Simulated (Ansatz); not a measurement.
Total energies of `[Cl][Zn]` radical.

```xyz
2

Cl   -0.126   -0.706   -0.807
Zn    0.126    0.706    0.807
```

Charge 0, multiplicity 2. For Zn the d shell is correlated and the shells below it are frozen. Scalar relativity is left out up to krypton. The structure was optimised at the PBE0-D4/def2-TZVP level. Basis def2-TZVPP, Ansatz 0.2.0.

RPA on PBE orbitals: Hartree–Fock energy of these orbitals -2237.30641 Eh, correlation -0.90966 Eh (frozen core).

```tsv
functional	energy without D4 (Eh)	D4 term (kJ/mol)
LDA (SPW92)	-2235.24148	–
revPBE	-2239.42456	-9.8
BLYP	-2239.71335	-8.7
B97M-V	-2239.14724	–
PBE0	-2239.22779	-3.3
HSE06 (plane-wave form)	-2239.21871	-3.1
CAM-B3LYP	-2239.75276	-3.4
LC-ωPBE	-2239.26671	–
ωB97X-V	-2239.38471	–
B2PLYP	-2239.21828	–
```

Problem. Give the same for PBE, r2SCAN, B3LYP, r2SCANh, r2SCAN0, BHLYP, ωB97M-V, PBE-QIDH. (Best estimate.)

Solution. Ansatz gave: 
```csv
functional,energy without D4 (Eh),D4 term (kJ/mol)
PBE,-2239.17158,-4.0
r2SCAN,-2239.58283,-0.7
B3LYP,-2239.69406,-6.7
r2SCANh,-2239.56655,-0.8
r2SCAN0,-2239.54338,-0.9
BHLYP,-2239.58982,-6.3
ωB97M-V,-2239.50636,–
PBE-QIDH,-2238.89659,–
```

B3LYP takes the VWN-RPA correlation (the form of Gaussian; ORCA's B3LYP/G). HSE06 is the plane-wave form, built on full-range PBE exchange. The double hybrids freeze the cores in their second-order part.

LC-ωPBE has ω = 0.4 bohr⁻¹.
